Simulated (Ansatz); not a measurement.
Basis sets compared for WOF₄. The state is a singlet with charge 0. Geometry PBE0-D4/def2-SVP. Ansatz on 4 threads of Intel Xeon on a shared host; times are rough, and most runs start from earlier orbitals.

```csv
atom,x (Å),y (Å),z (Å)
W1,0.026,-0.011,-0.032
O2,1.043,-0.423,-1.291
F3,0.240,1.818,0.181
F4,1.058,-0.182,1.497
F5,-0.775,-1.601,0.481
F6,-1.592,0.399,-0.836
```

In the def2 sets W takes a core potential; there is no spin–orbit coupling.

```csv
level,functions,energy (Eh),HOMO (eV),LUMO (eV),wall time
PBE-D4/def2-SVP,102,-541.2010,-9.77,-4.74,0.9 s
PBE-D4/def2-TZVP,195,-541.8012,-9.88,-4.78,1.5 s
r2SCAN-D4/def2-TZVP,195,-542.0427,-10.35,-4.81,2.7 s
PBE0-D4/def2-SVP,102,-541.1038,-11.72,-4.19,1.1 s
PBE0-D4/def2-TZVP,195,-541.7087,-11.72,-4.11,2 s
```

(1) Estimate the rows for PBE-D4/def2-TZVPD, r2SCAN-D4/def2-TZVPD, PBE0-D4/def2-TZVPD.

## Answers

(1) 
```json
{"level": "PBE-D4/def2-TZVPD", "functions": "243", "energy (Eh)": "-541.8058", "HOMO (eV)": "-9.90", "LUMO (eV)": "-4.82", "wall time": "2.4 s"}
{"level": "r2SCAN-D4/def2-TZVPD", "functions": "243", "energy (Eh)": "-542.0476", "HOMO (eV)": "-10.34", "LUMO (eV)": "-4.80", "wall time": "3.8 s"}
{"level": "PBE0-D4/def2-TZVPD", "functions": "243", "energy (Eh)": "-541.7134", "HOMO (eV)": "-11.72", "LUMO (eV)": "-4.11", "wall time": "3.9 s"}
```
